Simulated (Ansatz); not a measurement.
The same path of CH$_{6}$HfO$_{3}$ (11 atoms, charge 0, multiplicity 1) was run twice with different band settings. Lost on the way: Hf1–O2, C3–H4. Made: O2–H4.

Computed with Ansatz, RKS PBE-D4/def2-SVP.

Relaxed end points:

```xyz
11
Properties=species:S:1:pos:R:3
Hf 0.468 0.031 0.292
O 1.869 0.079 -1.048
C -1.423 -0.094 -0.889
H -1.442 -0.996 -1.540
O 0.292 1.671 1.312
O 0.465 -1.578 1.375
H 2.673 0.105 -1.580
H -1.552 0.792 -1.550
H -2.316 -0.145 -0.228
H 0.360 2.450 1.875
H 0.606 -2.315 1.980
```

```xyz
11
Properties=species:S:1:pos:R:3
Hf -0.737 0.150 1.404
O 1.153 -1.289 -1.308
C -1.456 0.185 -0.499
H 0.375 -0.663 -1.242
O -0.164 1.968 1.783
O 0.664 -1.180 1.311
H 1.902 -0.687 -1.480
H -1.711 1.094 -1.081
H -1.587 -0.737 -1.110
H 0.554 2.617 1.815
H 1.008 -1.457 0.407
```

Common settings: climbing image yes; spring 5.0 eV/Å²; optimiser quadratic models (default); start path through a guess of the saddle point; force threshold 0.05 eV/Å; iteration limit 60; end points relaxed.

| run | movable images |
| --- | --- |
| 1 | 9 |
| 2 | 2 |

Problem. What does each run give, and how far can it be trusted?

Solution. Run 1: converged after 17 iterations, highest image 4.000 eV above the first end. Neighbouring images differ by up to 1.7 eV, so the band resolves the path poorly. A vibrational analysis at the climbing image gives one clearly imaginary mode, 123i cm⁻¹: a first-order saddle point.
Run 2: converged after 30 iterations, highest image 4.001 eV above the first end. Neighbouring images differ by up to 3.5 eV, so the band resolves the path poorly. Another band between the same ends (9 images) ends at a top of the same energy, where a vibrational analysis finds 1 clearly imaginary mode. So few images can step over the top or miss a turn of the path.
The orbitals stay closed-shell, which can raise the energy where a bond breaks towards radicals; this wasn't checked here.
